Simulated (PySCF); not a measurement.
## Co¹⁵⁺ (cobalt, charge +15): M06-2X calculation

Configuration: [Ne] 3s2, closed-shell 1S. Computed with PySCF 2.14 in an even-tempered Gaussian basis (18 s from 1.2 bohr⁻², ratio 2.5; 11 p from 1.6 bohr⁻², ratio 2.5; 5 d from 6.4 bohr⁻², ratio 2.7; 4 f from 9.6 bohr⁻², ratio 2.7), with scalar relativity by spin-free X2C-1e.

| Quantity | Value |
| --- | --- |
| Total energy | -1286.345 hartree |
| One-electron energy | -1529.850 hartree |
| Hartree (Coulomb) energy | 288.829 hartree |
| Exchange-correlation energy | -45.323 hartree |
| ⟨S²⟩ | 0.0000 |
| ⟨L²⟩ | 0.000 |
| Sum of ⟨r⟩ | 3.240 bohr |
| Sum of ⟨r²⟩ | 1.477 bohr² |

| shell | electrons | mean orbital energy (hartree) | rms radius, mean of both spins (bohr) |
| --- | --- | --- | --- |
| 1s | 2 | -300.85931 | 0.0649 |
| 2s | 2 | -51.93356 | 0.273 |
| 2p | 6 | -47.21104 | 0.244 |
| 3s | 2 | -18.48998 | 0.694 |

Densities and radii are taken from the X2C orbitals without a picture-change correction, which distorts them close to the nucleus.
